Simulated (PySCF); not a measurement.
C5H4ClF3.
SMILES: `FC(F)=C(F)C1(Cl)CC1`

The closed-shell SCF was solved with PySCF and density fitting under several settings on one GFN2-xTB geometry (grid level 2 and gas phase unless stated).

| settings | basis functions | SCF cycles | E (Eh) | HOMO (eV) | LUMO (eV) | dipole (D) |
| --- | --- | --- | --- | --- | --- | --- |
| PBE0/pcSseg-1 | 180 | 14 | -951.8623 | -7.18 | 0.17 | 2.11 |
| PBE0/def2-SVPD | 228 | 14 | -951.4548 | -7.27 | -0.04 | 2.27 |
| PBE0/6-31G*, start guess sap | 138 | 18 | -951.8985 | -6.77 | 0.46 | 1.98 |

Estimate the rows for these settings: (1) PBE0/6-31G*, IEF-PCM dimethylsulfoxide, level shift 0.3 Eh, fitting basis def2-qzvpp-jkfit; (2) KT2/pcSseg-1, IEF-PCM chloroform, energy threshold 1e-11 Eh; (3) PW91/aug-cc-pVDZ, energy threshold 1e-11 Eh, fitting basis def2-universal-jkfit.

```
                                                                                  settings  basis functions  SCF cycles     E (Eh)  HOMO (eV)  LUMO (eV)  dipole (D)
PBE0/6-31G*, IEF-PCM dimethylsulfoxide, level shift 0.3 Eh, fitting basis def2-qzvpp-jkfit              138          13  -951.9025      -6.73       0.52        2.55
                               KT2/pcSseg-1, IEF-PCM chloroform, energy threshold 1e-11 Eh              180          14  -963.2157      -5.86      -0.92        2.42
           PW91/aug-cc-pVDZ, energy threshold 1e-11 Eh, fitting basis def2-universal-jkfit              247          14  -952.4923      -5.93      -1.14        2.09
```

Over all rows, what range does the HOMO–LUMO gap span?

From 4.79 eV (PW91/aug-cc-pVDZ, energy threshold 1e-11 Eh, fitting basis def2-universal-jkfit) to 7.35 eV (PBE0/pcSseg-1). The functional of the narrowest has no exact exchange, that of the widest 25 % exact exchange.

Compare two rows with the functional PBE0: PBE0/6-31G*, start guess sap and PBE0/def2-SVPD. Which energy is lower, and by how much?

PBE0/6-31G*, start guess sap (138 functions) lies 0.4437 Eh or 278 kcal/mol below PBE0/def2-SVPD (228 functions). The smaller set gives the lower energy; the two sets aren't nested, so the variational bound doesn't order them by size.

Cycle counts include a coarse-grid stage where the run had one. All basis functions are spherical, in the Pople sets too. KT2 was designed for NMR shieldings or shifts; total energies of different functionals aren't comparable. The species at its GFN2-xTB geometry (one conformer only).

Conformer computed: `[F:1][C:2]([F:3])=[C:4]([F:5])[C:6]1([Cl:7])[CH2:8][CH2:9]1`: C2–C4–C6–Cl7 -6°.
